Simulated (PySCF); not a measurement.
C2H13NSi3, SMILES C[Si@H](C[SiH3])[SiH2]N. Atoms are numbered in the order given.

```xyz
19

C     -0.9838    -2.3617    -0.2138
Si    -0.0707    -0.7242    -0.5215
C      1.6658    -0.7517     0.2554
Si     2.6318     0.8579     0.0259
Si    -1.3377     1.0477     0.3823
N     -3.0255     0.6615     0.0713
H     -0.4287    -3.2136    -0.6572
H     -1.1013    -2.5558     0.8720
H     -1.9922    -2.3347    -0.6755
H      0.0736    -0.5237    -2.0111
H      2.2505    -1.5950    -0.1723
H      1.5615    -0.9449     1.3455
H      3.9835     0.7953     0.6888
H      1.8641     2.0053     0.6304
H      2.8339     1.1488    -1.4373
H     -0.9439     1.2309     1.8413
H     -1.0577     2.3659    -0.2908
H     -3.3597    -0.2454     0.4109
H     -3.7244     1.3778     0.2917
```

Geometry optimised at PBE-D3(BJ)/def2-SVP. The structure was generated by enumeration; whether it is a known compound was not checked. One conformer was computed; it need not be the lowest.

All values below come from PBE-D3(BJ)/def2-SVP run with PySCF 2.14.0.

Frequencies are harmonic and unscaled.

Computed harmonic wavenumbers and intensities:
| mode | ν (cm⁻¹) | IR (km/mol) | moving atoms (share of kinetic energy) |
|---|---|---|---|
| 1 | 37 | 0.6 | H 40 %, N 28 %, Si 19 %, C 13 % |
| 2 | 54 | 0.7 | Si 52 %, H 27 %, N 15 % |
| 3 | 85 | 0.2 | H 38 %, Si 24 %, C 22 %, N 16 % |
| 4 | 111 | 0.2 | H 31 %, Si 28 %, C 25 %, N 17 % |
| 5 | 125 | 1.1 | H 65 %, C 18 %, Si 10 % |
| 6 | 145 | 2.8 | H 80 %, Si 10 %, C 8 % |
| 7 | 177 | 1.8 | H 48 %, Si 33 %, C 17 % |
| 8 | 189 | 1.4 | H 68 %, Si 15 %, C 13 % |
| 9 | 222 | 4.6 | Si 42 %, H 34 %, C 22 % |
| 10 | 251 | 18.8 | H 57 %, Si 20 %, N 13 %, C 10 % |
| 11 | 401 | 4.3 | Si 68 %, H 25 % |
| 12 | 446 | 123.7 | H 83 %, N 14 % |
| 13 | 461 | 42.7 | H 87 % |
| 14 | 480 | 15.7 | H 79 %, Si 16 % |
| 15 | 534 | 1.0 | H 54 %, Si 30 %, C 16 % |
| 16 | 610 | 13.7 | H 84 %, C 11 % |
| 17 | 650 | 6.0 | H 86 % |
| 18 | 663 | 25.8 | H 84 %, C 10 % |
| 19 | 677 | 4.6 | C 42 %, H 37 %, Si 21 % |
| 20 | 690 | 58.1 | H 55 %, Si 22 %, C 22 % |
| 21 | 737 | 69.6 | C 40 %, H 36 %, Si 24 % |
| 22 | 755 | 96.8 | H 75 %, N 10 %, C 9 % |
| 23 | 776 | 42.7 | H 59 %, C 22 %, Si 11 %, N 9 % |
| 24 | 799 | 276.4 | H 47 %, N 20 %, Si 20 %, C 13 % |
| 25 | 828 | 10.3 | H 56 %, Si 20 %, N 17 % |
| 26 | 857 | 117.1 | H 80 %, C 12 % |
| 27 | 892 | 47.2 | H 81 %, Si 12 % |
| 28 | 902 | 131.9 | H 87 %, Si 9 % |
| 29 | 912 | 82.7 | H 96 % |
| 30 | 918 | 30.1 | H 97 % |
| 31 | 933 | 78.7 | H 93 % |
| 32 | 984 | 2.5 | H 95 % |
| 33 | 1021 | 65.4 | H 62 %, C 35 % |
| 34 | 1206 | 10.7 | H 80 %, C 20 % |
| 35 | 1326 | 6.2 | H 92 % |
| 36 | 1384 | 3.6 | H 96 % |
| 37 | 1387 | 5.5 | H 96 % |
| 38 | 1500 | 27.0 | H 91 %, N 9 % |
| 39 | 2055 | 143.8 | H 97 % |
| 40 | 2132 | 72.5 | H 97 % |
| 41 | 2150 | 30.9 | H 98 % |
| 42 | 2153 | 139.9 | H 97 % |
| 43 | 2158 | 129.5 | H 96 % |
| 44 | 2166 | 111.7 | H 96 % |
| 45 | 2970 | 5.7 | H 97 % |
| 46 | 2979 | 1.9 | H 95 % |
| 47 | 3044 | 0.5 | H 91 %, C 9 % |
| 48 | 3071 | 3.3 | H 91 %, C 9 % |
| 49 | 3072 | 3.7 | H 91 %, C 9 % |
| 50 | 3467 | 11.7 | H 96 % |
| 51 | 3559 | 15.6 | H 92 %, N 8 % |
